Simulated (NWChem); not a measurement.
System: MgHCl; SMILES [MgH][Cl]

```xyz
3

Mg    -0.0019     1.1358     0.0000
H     -0.0077     2.8290     0.0000
Cl     0.0014    -1.0756     0.0000
```
Atoms are numbered in this order, from 1.

Computed with NWChem. Pople sets run with spherical d functions. Structure relaxed at the B3LYP/6-31G* (spherical d) level. Vertical excitations in the gas phase.

**Question.** What does the run give for LDA (Slater exchange, VWN5)/6-31G*, full TDDFT? Quantities: lowest excitation, singlet (eV); oscillator strength of that lowest state; lowest state with f > 0.02, singlet (eV); oscillator strength of that bright state; orbital gap (eV).

**Answer.** 
```json
{
 "lowest excitation, singlet (eV)": "5.54",
 "oscillator_strength_of_that_lowest_state": "0.036",
 "lowest state with f > 0.02, singlet (eV)": "5.54",
 "oscillator_strength_of_that_bright_state": "0.036",
 "orbital gap (eV)": "5.33"
}
```
